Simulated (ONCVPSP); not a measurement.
# What one change does to a pseudopotential (zinc (Zn), ONCV)

Zn (Z = 30), optimised norm-conserving Vanderbilt (ONCV), made with ONCVPSP 4.0.1 (PBEsol, scalar-relativistic). Core [Ar] 3d10, reference 4s1.5 4p0.5. Waves: 4s: rc 1.95 bohr, ncon 4, nbas 9, qcut 3.9 1/bohr, 1 projector; 4p: rc 2.85 bohr, ncon 4, nbas 8, qcut 2.6 1/bohr, 2 projectors, debl 0.4 Ha. Local part: polynomial inside 1.50 bohr (lpopt 5, dvloc0 4 Ha). Core correction: Teter function, fcfact 2.75, rcfact 1.1.

Change: local potential polynomial inside 1.50 bohr (lpopt 5, dvloc0 7 Ha).

Cutoffs: the cutoffs (Ha) at which the residual kinetic energy of the hardest occupied pseudo-wave falls to 1 and 0.1 mHa per electron; they do not see the model core or the augmentation charge, which bear on the density cutoff. Errors are all-electron minus pseudo energies relative to the spin-unpolarised reference configuration.

What does the change do?

The potential gets neither clearly harder nor softer (6.1 Ha and 9.9 Ha → 6.1 Ha and 9.9 Ha); the errors of the 4 common tests hardly move; the range in which the p phases agree widens (upper end 1.6 → 4.8); neither file shows a bound ghost.

```csv
quantity,base,changed
"cutoff, loose",6.1 Ha,6.1 Ha
"cutoff, tight",9.9 Ha,9.9 Ha
bound ghosts,none,none
GHOST(+) flags under 300 eV,none,none
"error for 4s2 4p0, meV [ΔE -2.51 eV]",+0.4,+0.4
"error for 4s1 4p0, meV [ΔE 7.39 eV]",-6.4,-6.7
"error for 4s1.5 4p0, meV [ΔE 1.44 eV]",+4.8,+4.8
"error for 4s0 4p1, meV [ΔE 13.75 eV]",-11,-11
s: phases at 1.98 bohr within 0.05 rad from the reference energy up to (Ha; the scan ends near 5),1.5,2.0
p: phases at 2.90 bohr within 0.05 rad from the reference energy up to (Ha; the scan ends near 5),1.6,4.8
"rms error of d²Exc/dni dnj with the model core, mHa",6.36,6.36
```
